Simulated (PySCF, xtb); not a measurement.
C2H7OSi, SMILES C[Si](C)O (connectivity only; charge and spin as stated), charge +1, multiplicity 1.

xtb 6.7.1 with GFN2-xTB at its own geometry gives an orbital gap of 4.76 eV.

Coordinates come from a B3LYP-D3(BJ)/def2-SVP optimisation. The spin state was assumed, not searched. The isomer is the one that the SMILES or the coordinates give; other isomers of the formula were not compared. Other conformers were not sampled.

### Question
What does PBE/def2-TZVP run with PySCF give? (The exact figures need the calculation; the answer reports its results.)

### Answer
gap 5.61 eV (levels -13.47 and -7.87 eV).
